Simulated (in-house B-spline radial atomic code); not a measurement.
Results of a calculation; reference values are marked as such.
Stopping and range of 50 keV Ni in Si

The pair potential comes from two frozen, spherical free-atom densities (PBE, B-spline radial code, scalar-relativistic past argon): electrostatics plus the change in Thomas-Fermi kinetic and Dirac exchange energy where they overlap, the recipe behind the universal ZBL potential, which averages such potentials (from solid-state densities) over many pairs. It is written V = (Z1 Z2 e²/r) φ(r/a), with e² = 14.3996 eV·Å and a = 0.46850 Å/(Z1^0.23 + Z2^0.23); ZBL's fit is φ = 0.18175 e^(−3.1998x) + 0.50986 e^(−0.94229x) + 0.28022 e^(−0.4029x) + 0.02817 e^(−0.20162x). Where φ falls below 4e-4 it is continued as an exponential.

The target is taken as amorphous, with density 2.329 g/cm³ (NSM archive of the Ioffe Institute); channelling is ignored. Masses: Ni 58.69, Si 28.09 u. Nuclear stopping is S_n = 4π a Z1 Z2 e² M1/(M1 + M2) × s_n(ε), with s_n integrated over impact parameters for each pair. Electronic stopping is Lindhard and Scharff's S_e = Z1^(1/6) 8π e² a0 Z1 Z2/(Z1^(2/3) + Z2^(2/3))^(3/2) × v/v0, with a0 = 0.529177 Å and v = v0 at 24.801 keV/u; it misses the oscillations with Z1 seen in experiment, which reach tens of per cent. Compounds add by atom fraction.

```json
{"target atom": "Si", "a (Å)": "0.11751", "ε at this energy": "0.3369", "s_n, this pair": "0.3748", "s_n, ZBL potential": "0.3505"}
```

**Question.** What are the atom density and the stopping powers at entry?

**Answer.** N = 2.329 × 0.602214/28.09 = 0.04993 atoms/Å³. For Si: S_n = 5637 × 0.3748 = 2113 eV·Å², S_e = 1.8609 × √50000 = 416.1 eV·Å². Averaged over the target's atoms and times N × 10 Å/nm, the ion loses N S_n = 1060 eV/nm to recoils and N S_e = 208 eV/nm to electrons; the nuclear share is 84 %.

Along the track:

```json
{"E (keV)": "2.5", "N S_n (eV/nm)": "583", "N S_e (eV/nm)": "46.5"}
{"E (keV)": "7.5", "N S_n (eV/nm)": "824", "N S_e (eV/nm)": "80.5"}
{"E (keV)": "15", "N S_n (eV/nm)": "956", "N S_e (eV/nm)": "114"}
{"E (keV)": "25", "N S_n (eV/nm)": "1020", "N S_e (eV/nm)": "147"}
{"E (keV)": "37.5", "N S_n (eV/nm)": "1050", "N S_e (eV/nm)": "180"}
{"E (keV)": "50", "N S_n (eV/nm)": "1060", "N S_e (eV/nm)": "208"}
```

**Question.** Estimate the path length and the projected range.

**Answer.** With continuous slowing down the path is the integral of dE/(N (S_n + S_e)). Trapezoids over the table give 43.8 nm, and the stretch below the first row, with stopping taken as √E, adds 2E/(N S) = 7.9 nm: 51.7 nm in all, against 50.3 nm on a fine grid from 5 eV. Deflections shorten the depth: to first order in the energy passed on, N (S_n + S_e) dR_p/dE = 1 − N S_n (M2/M1) R_p/(2E), summed over the target's atoms, and integrating this on the fine grid gives R_p = 38.5 nm, 0.77 of the path. Lindhard's rule of thumb R/(1 + M2/3M1), with mean M2/M1 = 0.48, gives 43.4 nm. On the ZBL potential the same equation gives 40.7 nm, and the full integral equation, which keeps hard collisions, 42.5 nm.
